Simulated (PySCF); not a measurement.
Isomers of C5H6OS2.

All values: PBE0/pcSseg-1 (PySCF) at GFN2-xTB geometries, gas phase, one conformer each.

Question: Rank by HOMO energy, highest first.
A. `[CH:1]#[C:2][C@@H:3]1[S:4][S:5][C@H:6]1[O:7][CH3:8]` with S5–C6–O7–C8 -71°, C2–C3–S4–S5 -134°, C3–S4–S5–C6 10°, S4–S5–C6–O7 -131°, C2–C3–C6–S5 135°
B. `[CH3:1][O:2][c:3]1[cH:4][cH:5][c:6]([SH:7])[s:8]1` with C1–O2–C3–C4 179°, C5–C6–S7–H 178°
C. `[CH3:1][C:2](=[O:3])[CH2:4][S:5][CH:6]=[C:7]=[S:8]` with C1–C2–C4–S5 86°, C2–C4–S5–C6 68°, C4–S5–C6–C7 149°
D. `[CH3:1][CH2:2][c:3]1[cH:4][s:5][c:6](=[S:7])[o:8]1` with C1–C2–C3–C4 -110°

Answer: B (-5.61 eV), A (-5.93 eV), C (-6.15 eV), D (-6.40 eV).

Question: Rank by dipole moment, lowest first.
A. `[CH:1]#[C:2][C@@H:3]1[S:4][S:5][C@H:6]1[O:7][CH3:8]` with S5–C6–O7–C8 -71°, C2–C3–S4–S5 -134°, C3–S4–S5–C6 10°, S4–S5–C6–O7 -131°, C2–C3–C6–S5 135°
B. `[CH3:1][C:2](=[O:3])[CH2:4][S:5][CH:6]=[C:7]=[S:8]` with C1–C2–C4–S5 86°, C2–C4–S5–C6 68°, C4–S5–C6–C7 149°
C. `[CH3:1][O:2][c:3]1[cH:4][cH:5][c:6]([SH:7])[s:8]1` with C1–O2–C3–C4 179°, C5–C6–S7–H 178°
D. `[CH3:1][CH2:2][c:3]1[cH:4][s:5][c:6](=[S:7])[o:8]1` with C1–C2–C3–C4 -110°

Answer: C (2.23 D), A (2.75 D), B (3.01 D), D (5.19 D).

Question: Rank by the highest IAO charge on any atom, lowest value first.
A. `[CH3:1][C:2](=[O:3])[CH2:4][S:5][CH:6]=[C:7]=[S:8]` with C1–C2–C4–S5 86°, C2–C4–S5–C6 68°, C4–S5–C6–C7 149°
B. `[CH3:1][CH2:2][c:3]1[cH:4][s:5][c:6](=[S:7])[o:8]1` with C1–C2–C3–C4 -110°
C. `[CH3:1][O:2][c:3]1[cH:4][cH:5][c:6]([SH:7])[s:8]1` with C1–O2–C3–C4 179°, C5–C6–S7–H 178°
D. `[CH:1]#[C:2][C@@H:3]1[S:4][S:5][C@H:6]1[O:7][CH3:8]` with S5–C6–O7–C8 -71°, C2–C3–S4–S5 -134°, C3–S4–S5–C6 10°, S4–S5–C6–O7 -131°, C2–C3–C6–S5 135°

Answer: D (+0.207 e), C (+0.252 e), B (+0.303 e), A (+0.390 e).

All values together:

| SMILES | μ (D) | HOMO (eV) | LUMO (eV) | lowest IAO charge (e) | highest IAO charge (e) | lowest Hirshfeld charge (e) | highest Hirshfeld charge (e) |
| --- | --- | --- | --- | --- | --- | --- | --- |
| CCc1csc(=S)o1 | 5.19 | -6.40 | -1.38 | -0.418 (C) | +0.303 (S) | -0.219 (S) | +0.102 (S) |
| CC(=O)CSC=C=S | 3.01 | -6.15 | -2.53 | -0.479 (C) | +0.390 (C) | -0.220 (O) | +0.167 (C) |
| C#C[C@@H]1SS[C@H]1OC | 2.75 | -5.93 | -1.44 | -0.349 (O) | +0.207 (H) | -0.124 (O) | +0.098 (H) |
| COc1ccc(S)s1 | 2.23 | -5.61 | -0.36 | -0.305 (O) | +0.252 (S) | -0.106 (O/C) | +0.078 (S) |

Conformers: `[CH3:1][CH2:2][c:3]1[cH:4][s:5][c:6](=[S:7])[o:8]1` with C1–C2–C3–C4 -110°; `[CH3:1][C:2](=[O:3])[CH2:4][S:5][CH:6]=[C:7]=[S:8]` with C1–C2–C4–S5 86°, C2–C4–S5–C6 68°, C4–S5–C6–C7 149°; `[CH:1]#[C:2][C@@H:3]1[S:4][S:5][C@H:6]1[O:7][CH3:8]` with S5–C6–O7–C8 -71°, C2–C3–S4–S5 -134°, C3–S4–S5–C6 10°, S4–S5–C6–O7 -131°, C2–C3–C6–S5 135°; `[CH3:1][O:2][c:3]1[cH:4][cH:5][c:6]([SH:7])[s:8]1` with C1–O2–C3–C4 179°, C5–C6–S7–H 178°.
